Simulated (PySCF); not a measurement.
C₃H₁₀FNSi. Atoms are numbered in the order given.

```xyz
16

C     -1.5534    -0.6794    -1.2366
C     -0.5779    -0.4573    -0.0926
C     -1.2702    -0.3395     1.2560
F      0.2619    -1.6094    -0.0248
Si     0.6672     0.9704    -0.4146
N      1.8668     1.1374     0.8232
H     -2.2251     0.1866    -1.3490
H     -1.0198    -0.8290    -2.1879
H     -2.1713    -1.5732    -1.0467
H     -1.9496     0.5276     1.2713
H     -1.8599    -1.2475     1.4657
H     -0.5301    -0.2138     2.0613
H     -0.0784     2.2622    -0.4900
H      1.3312     0.6624    -1.7125
H      2.4894     0.3599     1.0231
H      1.6573     1.6586     1.6684
```

Geometry optimised at B3LYP-D3(BJ)/def2-SVP. The structure was generated by enumeration, and PubChem lists no compound with its InChIKey, so it may never have been made. One conformer was computed; it need not be the lowest.

Level of theory: B3LYP-D3(BJ)/def2-SVP (PySCF).

Frequencies are harmonic and unscaled.

```csv
mode,ν (cm⁻¹),IR (km/mol),moving atoms (share of kinetic energy)
1,69,2.2,"N 32 %, H 29 %, F 15 %, C 12 %, Si 11 %"
2,125,5.6,"H 36 %, N 31 %, C 15 %, F 14 %"
3,188,12.8,"H 69 %, C 23 %"
4,211,5.7,H 88 %
5,227,9.2,"H 72 %, C 12 %, F 11 %"
6,261,8.0,"H 71 %, F 12 %, C 9 %"
7,284,6.7,"H 45 %, C 28 %, F 10 %, Si 9 %, N 8 %"
8,342,48.0,"H 42 %, Si 27 %, F 15 %, C 10 %"
9,362,10.6,"H 42 %, C 38 %, F 19 %"
10,391,162.1,"H 47 %, N 16 %, F 14 %, C 11 %, Si 11 %"
11,437,34.3,"C 40 %, H 23 %, F 20 %, Si 9 %"
12,545,28.0,"H 76 %, Si 15 %"
13,608,4.4,"C 45 %, H 31 %, Si 14 %, F 9 %"
14,733,7.9,H 89 %
15,835,22.2,"N 29 %, H 23 %, C 19 %, F 15 %, Si 14 %"
16,853,15.2,"H 46 %, N 19 %, C 16 %, F 13 %"
17,897,111.9,"H 73 %, Si 11 %, N 10 %"
18,910,166.7,"H 73 %, Si 12 %"
19,931,100.5,"H 86 %, Si 9 %"
20,933,26.0,"H 69 %, C 29 %"
21,947,33.7,"C 47 %, H 42 %, F 8 %"
22,999,9.0,"H 77 %, C 22 %"
23,1154,27.2,"C 58 %, H 39 %"
24,1209,2.7,"C 74 %, H 26 %"
25,1225,1.6,"C 63 %, H 36 %"
26,1381,8.7,"H 72 %, C 28 %"
27,1394,8.4,"H 78 %, C 22 %"
28,1444,2.9,H 96 %
29,1458,1.0,H 96 %
30,1462,4.1,H 95 %
31,1481,7.3,H 95 %
32,1544,37.0,"H 90 %, N 10 %"
33,2212,116.3,H 97 %
34,2229,133.1,H 96 %
35,3021,17.4,H 97 %
36,3025,18.3,H 97 %
37,3103,4.7,"H 91 %, C 9 %"
38,3107,30.0,"H 91 %, C 9 %"
39,3118,12.5,"H 91 %, C 9 %"
40,3121,18.5,"H 91 %, C 9 %"
41,3570,27.6,H 96 %
42,3663,27.7,"H 91 %, N 9 %"
```
